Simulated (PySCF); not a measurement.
Radial density of F²⁺ (fluorine, charge +2)

PW91, [He] 2s2 2p3, high-spin 4S determinant. Computed with PySCF 2.14 in an uncontracted even-tempered set (17 s from 0.12 bohr⁻², ratio 2.5; 11 p from 0.16 bohr⁻², ratio 2.5; 6 d from 1.6 bohr⁻², ratio 2.7; 5 f from 2.3 bohr⁻², ratio 2.7), with no relativity, point nucleus.

```
r (bohr)  4πr²ρ (e/bohr)  4πr²(ρα − ρβ)
 0.00242         0.03213         0.0000
 0.00408         0.08823         0.0000
 0.00686          0.2374        -0.0001
  0.0115          0.6173        -0.0002
  0.0194           1.516        -0.0002
  0.0326           3.380         0.0006
  0.0549           6.418         0.0090
  0.0923           9.347         0.0612
   0.155           8.888         0.3053
   0.261           4.974         1.1010
   0.439           4.180         2.5761
   0.739           5.401         3.1015
    1.24           2.477         1.3680
    2.09          0.2342         0.1386
    3.52        0.002163         0.0015
```
